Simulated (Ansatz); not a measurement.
`C[SiH2]C(C)=S` + H₂S → `C[SiH2]C(=S)S` + CH₄  (substitution at a C–C bond)

Gas-phase electronic energies from Ansatz, PBE0-D4/def2-TZVP geometries. CBS: MP2 limit from def2 TZ/QZ plus the TZ coupled-cluster correction, frozen cores. This one scheme is used for every species. DFT in def2-TZVPP. Each species was taken in one conformer, which may not be the lowest.

| level | ΔE (kJ/mol) |
| --- | --- |
| r2SCAN-D4 | -41.8 |
| MP2/def2-TZVPP | -34.1 |
| HF/CBS(def2) | -10.2 |
| CCSD/CBS(def2) | -21.1 |

Problem. What does CCSD(T)/CBS give? (An estimate is asked.)

Solution. Computed: -27.0 kJ/mol. The listed levels differ from it by -14.8, -7.1, 16.8, 5.9 kJ/mol.

Largest T1 diagnostic among the species: 0.016.

From PBE to PBE0 (25 % exact exchange), in def2-TZVPP and without D4, ΔE moves by +8.7 kJ/mol. In def2-TZVPP, CCSD(T) changes the Hartree–Fock value by −14.0 kJ/mol (the triples alone add −6.0 kJ/mol) and MP2 by −23.1 kJ/mol.
